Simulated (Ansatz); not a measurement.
C2H6O2Si, SMILES C[SiH2]C(=O)O.

Geometry optimised at B3LYP-D3(BJ)/def2-SVP. Other conformers were not sampled.

Two levels are set side by side: PBE/def2-SVPD (Ansatz, an electronic-structure program) and CAM-B3LYP/def2-SVPD (Ansatz). Energy differences of separate SCF runs at the same geometry; the states with an electron removed or added have multiplicity 2 and 2. Differences are taken from unrounded values.

```csv
quantity,CAM-B3LYP
vertical ionisation energy (eV),10.31
vertical singlet–triplet gap (eV),4.40
```

Problem. What does PBE give, and how far is it from CAM-B3LYP? (Estimate from the structure and the level; the computed values follow.)

Solution. 
```json
[
 {"quantity": "vertical ionisation energy (eV)", "PBE": "9.88", "PBE minus CAM-B3LYP": "-0.43"},
 {"quantity": "vertical singlet–triplet gap (eV)", "PBE": "4.32", "PBE minus CAM-B3LYP": "-0.08"}
]
```
